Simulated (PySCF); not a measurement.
Cartesian coordinates (Å):
SMILES: B(B)=[SiH2]
```xyz
7

B     -1.7283    -0.1858     0.0539
B     -0.1627    -0.0172     0.0047
Si     1.6701     0.1797    -0.0522
H     -2.4590     0.7537    -0.0600
H     -2.2331    -1.2588     0.2067
H      2.5931    -0.9609     0.0859
H      2.3199     1.4892    -0.2390
```
Charge 0, spin multiplicity 1.

Task: What HOMO–LUMO gap, HOMO and total energy does PBE-D3(BJ)/def2-TZVP // B3LYP-D3(BJ)/def2-TZVP run with PySCF give?

Result: 
```json
{
 "HOMO–LUMO gap": "2.12 eV",
 "HOMO": "-5.57 eV",
 "total_energy": "-341.2560 Ha"
}
```
